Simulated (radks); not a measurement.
Valence configurations of N+ (all share [He]). All-electron calculation, scalar-relativistic Kohn-Sham, BLYP, spin-polarised, spherical densities, point nucleus; open shells are filled with parallel spins first. Program: a radial shooting solver on a logarithmic mesh with Libxc functionals. Energies are relative to 2s2 2p2; eigenvalues in eV for spin up.

2s2 2p2: E (eV) 0.000; moment (Bohr magnetons) 2; e(2p) -21.915; e(2s) -33.589
2s1.5 2p2.5: E (eV) 3.682; moment (Bohr magnetons) 3; e(2p) -22.221; e(2s) -33.965
2s1 2p3: E (eV) 6.417; moment (Bohr magnetons) 4; e(2p) -22.409; e(2s) -34.228
2s0.5 2p3.5: E (eV) 15.297; moment (Bohr magnetons) 3; e(2p) -22.378; e(2s) -34.157
2p4: E (eV) 23.295; moment (Bohr magnetons) 2; e(2p) -22.163

NIST lists [He] 2s2 2p2 as the ground configuration; this level of theory agrees among the configurations tried. The energies are those of spherical high-spin densities, not of single terms.
